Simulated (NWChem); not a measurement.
System: ammonium (NH4 cation); SMILES [NH4+]

The following NWChem deck was run.

```
start job
memory heap 200 mb stack 900 mb global 1100 mb
charge 1
geometry units angstroms noautosym nocenter noautoz
  N      0.000000     0.000000     0.000000
  H     -0.590962    -0.590962    -0.590962
  H      0.590962     0.590962    -0.590962
  H     -0.590962     0.590962     0.590962
  H      0.590962    -0.590962     0.590962
end
basis spherical
  * library def2-svp
end
dft
  xc hfexch
  iterations 150
end
tddft
  cis
  nroots 6
end
task tddft energy
```

Coordinates come from a PBE0-D3(BJ)/def2-TZVP optimisation.

Vertical excitations in the gas phase.

**Question.** What results follow from this input? (Hartree-Fock/def2-SVP, CIS.) Quantities: lowest excitation, singlet (eV); oscillator strength of that lowest state; lowest state with f > 0.02, singlet (eV); oscillator strength of that bright state; lowest triplet (eV); orbital gap (eV).

**Answer.** 
* **lowest excitation, singlet (eV)**: 16.62
* **oscillator strength of that lowest state**: 0.299
* **lowest state with f > 0.02, singlet (eV)**: 16.62
* **oscillator strength of that bright state**: 0.299
* **lowest triplet (eV)**: 14.73
* **orbital gap (eV)**: 24.76
